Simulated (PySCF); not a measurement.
Frontier levels across methods

3-pyridine carbaldehyde, C₆H₅NO.
Cartesian coordinates in Å at the PBE0-D3(BJ)/def2-SVP level; atoms count from 1:
```
atom  x, y, z in Å
O1    -2.5765    1.6586   -0.2087
C2    -2.2038    0.5149   -0.1383
C3    -0.7852    0.1075   -0.0567
C4     0.2365    1.0635   -0.0680
C5     1.5499    0.6256    0.0153
C6     1.7868   -0.7506    0.1080
N7     0.8243   -1.6690    0.1185
C8    -0.4312   -1.2421    0.0375
H9    -2.9348   -0.3334   -0.1303
H10   -0.0292    2.1209   -0.1421
H11    2.3859    1.3277    0.0104
H12    2.8148   -1.1246    0.1777
H13   -1.2152   -2.0105    0.0472
```

Basis pcSseg-1 throughout (PySCF), one geometry. One conformer (not necessarily the lowest) at the PBE0-D3(BJ)/def2-SVP geometry, without solvent, vibrations or thermal averaging.

**Question.** How do the orbital energies, the gap and the dipole change with the method?

**Answer.** 
```tsv
method	kind	HOMO (eV)	LUMO (eV)	gap (eV)	μ (D)	SCF cycles
BLYP	GGA	-5.89	-2.98	2.91	1.61	17
PBE	GGA	-6.00	-3.16	2.84	1.60	17
BP86	GGA	-6.13	-3.26	2.87	1.62	17
PBE0	global hybrid	-7.64	-2.24	5.40	1.61	15
mPW1PW91	global hybrid	-7.68	-2.26	5.43	1.62	15
BHandHLYP	global hybrid	-8.96	-1.14	7.83	1.67	14
CAM-B3LYP	range-separated hybrid	-9.08	-1.10	7.98	1.57	14
```

The HOMO spans 3.19 eV, from BLYP down to CAM-B3LYP, and the gap runs from 2.84 eV (PBE) to 7.98 eV (CAM-B3LYP). Over the methods BLYP (0 %), PBE (0 %), BP86 (0 %), PBE0 (25 %), mPW1PW91 (25 %), BHandHLYP (50 %), a straight line through the gap against the share of exact exchange rises by 1.00 eV for each 10 % (correlation coefficient 1.000). The dipole ranges from 1.57 D (CAM-B3LYP) to 1.67 D (BHandHLYP). This basis has no diffuse functions.

The vertical ΔSCF ionisation energy at CAM-B3LYP/def2-SVPD is 10.02 eV; −ε(HOMO) comes closest to it with CAM-B3LYP (9.08 eV).
